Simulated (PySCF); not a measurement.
Compound: C5H11FO.
Atom-mapped SMILES: `[CH3:1][O:2][C@H:3]([CH3:4])[CH2:5][CH2:6][F:7]` (hydrogens: H8, H9, H10 on C1; H11 on C3; H12, H13, H14 on C4; H15, H16 on C5; H17, H18 on C6)

Structure used (GFN2-xTB), in Å, numbered top down from 1:
```
atom  x, y, z in Å
C1    -1.9250    1.1976   -0.1914
O2    -0.8258    0.6793    0.5102
C3    -0.1107   -0.3412   -0.1697
C4    -0.8108   -1.6978   -0.0671
C5     1.2816   -0.4006    0.4697
C6     2.0767    0.8672    0.2005
F7     2.4077    0.9510   -1.1338
H8    -2.7092    0.4479   -0.3442
H9    -2.3224    2.0062    0.4197
H10   -1.6208    1.5946   -1.1683
H11   -0.0053   -0.0659   -1.2317
H12   -0.2184   -2.4607   -0.5646
H13   -1.7906   -1.6633   -0.5369
H14   -0.9350   -1.9678    0.9789
H15    1.1661   -0.5126    1.5475
H16    1.8266   -1.2585    0.0750
H17    3.0200    0.8746    0.7553
H18    1.4866    1.7562    0.4393
```

Theory: TDDFT B3LYP/def2-SVPD, vertical, gas phase, core orbitals frozen in the response in PySCF 2.14.0, density-fitted response routines.

Transition dipole moments from the ground state, in atomic units and in the frame of the coordinates above (overall signs are arbitrary), for the states with f of 0.002 or more among the lowest 8:

| state | E (eV) | μx | μy | μz |
| --- | --- | --- | --- | --- |
| S1 | 6.803 | 0.093 | 0.013 | -0.132 |
| S2 | 7.354 | 0.085 | 0.171 | -0.166 |
| S3 | 7.457 | 0.017 | -0.307 | 0.110 |
| S4 | 7.723 | -0.058 | 0.031 | 0.312 |
| S5 | 8.126 | -0.183 | -0.195 | 0.089 |
| S7 | 8.434 | 0.012 | 0.187 | -0.112 |
| S8 | 8.601 | -0.093 | -0.086 | -0.105 |

Task: What oscillator strength does each state have?

Result: f = (2/3) ΔE |μ|² with ΔE in hartree (27.2114 eV).

```tsv
state	|μ|² (au)	|μ| (D)	f
S1	0.026	0.41	0.004
S2	0.064	0.64	0.012
S3	0.106	0.83	0.019
S4	0.102	0.81	0.019
S5	0.079	0.71	0.016
S7	0.047	0.55	0.010
S8	0.027	0.42	0.006
```

Task: What angle do the transition dipoles of S3 and S4 make?

Result: |cos θ| = |μa·μb| / (|μa| |μb|) = 0.23, so θ ≈ 77° (taken between 0 and 90°, since the signs are arbitrary).

Task: How is the summed strength of these states shared among x, y and z?

Result: (2/3) Σ ΔE μα² gives 0.012 for x, 0.039 for y and 0.035 for z, 0.086 in all.

One conformer stands for the species.

Without π bonds the low states may be Rydberg-like; a valence basis with one diffuse set may place them up to an eV too high.
